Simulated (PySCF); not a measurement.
# What a mistake does to a calculation on AlGeH3NO

These are calculations, not measurements. The program is PySCF 2.14.0, an open-source quantum chemistry code, run on an isolated molecule that a program drew, which may never have been made. The molecule is AlGeH3NO (charge 0, doublet), drawn as the SMILES string `[O]=[GeH][NH][AlH]`.

Each row is a Hartree-Fock (HF) and frozen-core CCSD(T) single point in the cc-pV(D+d)Z basis, meant for a local HF minimum. Run 1 is clean. Each other run has one planted mistake out of seven kinds, and not every kind appears here: one electron removed, one electron added, multiplicity raised by two, geometry at a saddle point, minimal basis STO-3G, one bond length entered in bohr, all coordinates scaled. The reference is restricted for singlets and unrestricted otherwise, and also for a bond in bohr. Adding or removing an electron swaps singlet and doublet. Electrons count all cores. HOMO and LUMO are orbital energies over both spins, the gradient is its largest component, and the lowest frequency (negative if imaginary) is given only where the gradient is small. Bond lengths are over the 6 bonds as drawn. T1 is the CCSD diagnostic: over 0.02 (restricted) or 0.045 (unrestricted) a single reference is doubtful. Germanium has the cc-pVDZ-PP basis, with a core potential (ECP10MDF) in place of its 10 inner electrons, and its 3s, 3p and 3d shells are frozen in CCSD(T).

Geometry of the clean run:
```xyz
7
AlGeH3NO, angstrom
O    -1.2203    2.2249    1.1110
Ge   -0.1932    1.2202    1.8579
N     0.2899   -0.3874    1.2139
Al    1.4021   -1.6421    1.8772
H     0.5154    1.4515    3.1844
H    -0.1677   -0.5658    0.3324
H     2.0731   -1.2690    3.2680
```

```
run,electrons,basis functions,<S^2>,HOMO (eV),LUMO (eV),gradient (hartree/bohr),lowest frequency (cm^-1),mean bond (Å),longest bond (Å),T1,HF (hartree),CCSD(T) (hartree),mistake
1,63,89,0.754,-8.81,0.62,7.9e-06,88,1.5566,1.803,0.0249,-666.33104,-666.87226,no fault
2,62,89,0.000,-15.00,-7.46,6.3e-02,-,1.5566,1.803,0.0337,-666.03142,-666.57857,one electron removed
3,63,89,3.776,-5.51,0.78,1.1e-01,-,1.5566,1.803,0.0287,-666.22550,-666.71280,?
4,64,89,0.000,-0.84,6.07,5.5e-02,-,1.5566,1.803,0.0242,-666.33286,-666.90556,?
```

**Which mistake was planted in run 3, and what did it cost?**

Electrons, basis and geometry are unchanged, and <S^2> is 3.776, beside S(S+1) = 3.75 for a multiplicity of 4. So the mistake is: multiplicity raised by two. Subtracting run 1 and multiplying by 627.51 kcal/mol a hartree, the energy moved by 66.2 kcal/mol in HF and 100.1 kcal/mol in CCSD(T).

**Which mistake was planted in run 4, and what did it cost?**

It counts 64 electrons, one more than the clean run, at the same geometry and basis. So the mistake is: one electron added. Subtracting run 1 and multiplying by 627.51 kcal/mol a hartree, the energy moved by -1.1 kcal/mol in HF and -20.9 kcal/mol in CCSD(T).

Cautions from the logs. Run 2: T1 is over the limit, so its CCSD(T) energy is less reliable; run 4: T1 is over the limit, so its CCSD(T) energy is less reliable.
